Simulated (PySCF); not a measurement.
**Magnetic susceptibility: `C=C(F)[C@@H](CCl)C(F)(F)F`, C$_{5}$H$_{5}$ClF$_{4}$**

Cartesian coordinates in Å; atom numbers follow the order of the lines, from 1:
```xyz
15

C     1.6448   -1.5639   -0.2196
C     0.9303   -0.4859   -0.4707
F     1.2301    0.3015   -1.5223
C    -0.2524    0.0164    0.3185
C    -0.0798    1.4841    0.7183
Cl    1.2698    1.6284    1.8723
C    -1.5399   -0.1330   -0.4992
F    -1.5809    0.6567   -1.5734
F    -2.6179    0.1724    0.2408
F    -1.7138   -1.3904   -0.9233
H     2.4763   -1.8312   -0.8459
H     1.4187   -2.1993    0.6143
H    -0.3737   -0.6073    1.2094
H     0.1596    2.0973   -0.1517
H    -0.9759    1.8621    1.2107
```

Computed with GIAO B3LYP/pcSseg-1 magnetisability, rotational g tensor and spin-rotation constants, non-relativistic, gas phase in PySCF 2.14.0. Geometry: GFN2-xTB.

Question: What are the magnetisability and the molar susceptibility?

Answer: Isotropic -1468 × 10⁻³⁰ J/T², or -88.4 × 10⁻⁶ cm³/mol; principal values -1579, -1433, -1394 × 10⁻³⁰ J/T², anisotropy 169 × 10⁻³⁰ J/T² (root of half the summed squared differences of the principal values). The susceptibility is in cgs units.

Question: Split it along the inertial axes a, b, c into diamagnetic and paramagnetic parts about the centre of mass, with the quadrupole moment.

Answer: 
| axis | χ (10⁻⁶ cm³/mol) | diamagnetic (10⁻⁶ cm³/mol) | paramagnetic (10⁻⁶ cm³/mol) | summed x² of all electrons (Å²) | quadrupole Θ (D Å) |
| --- | --- | --- | --- | --- | --- |
| a | -94.9 | -890.5 | 795.7 | 255.8 | -10.16 |
| b | -84.6 | -1354.7 | 1270.1 | 146.4 | +5.52 |
| c | -85.8 | -1706.5 | 1620.7 | 63.5 | +4.64 |

Anisotropies 2χaa − χbb − χcc = -19.3 and 2χbb − χaa − χcc = +11.5 × 10⁻⁶ cm³/mol. Θ is traceless in Buckingham's convention.

Question: And the rotational g tensor?

Answer: 
| axis | rotational constant (GHz) | g | nuclear part | electronic part |
| --- | --- | --- | --- | --- |
| a | 1.4455 | -0.0092 | 0.5311 | -0.5403 |
| b | 0.8522 | -0.0132 | 0.4952 | -0.5085 |
| c | 0.6727 | -0.0099 | 0.5023 | -0.5122 |

Asymmetric top; isotopes 12C, 35Cl, 19F, 1H; no vibrational averaging.
